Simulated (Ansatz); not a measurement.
Z-matrix (Å, degrees):
```
Ge
O 1 1.840
H 1 1.528 2 108.6
H 1 1.532 2 100.3 3 118.0
H 1 1.528 2 108.6 3 -124.0
C 2 1.318 1 113.7 3 62.0
O 6 1.203 2 124.7 1 0.0
H 6 1.101 2 111.6 1 -180.0
```

Total charge 0; spin multiplicity 1.

Task: List the r2SCAN/def2-TZVPP orbital energies in eV (the Gaussian-basis code of Ansatz). (Best estimate.)

Result: The calculation gave: Occupied: -10835.06, -1350.13, -1200.20, -1200.16, -1200.16, -516.88, -515.67, -276.58, -168.33, -118.11, -117.98, -117.97, -31.52, -31.31, -31.30, -31.22, -31.22, -28.93, -26.57, -16.72, -14.05, -13.02, -11.81, -11.62, -9.31, -9.27, -8.72, -8.07, -7.04. Lowest empty: -0.92, -0.51, 0.35, 1.38, 1.40, 2.72, 3.90, 4.74.
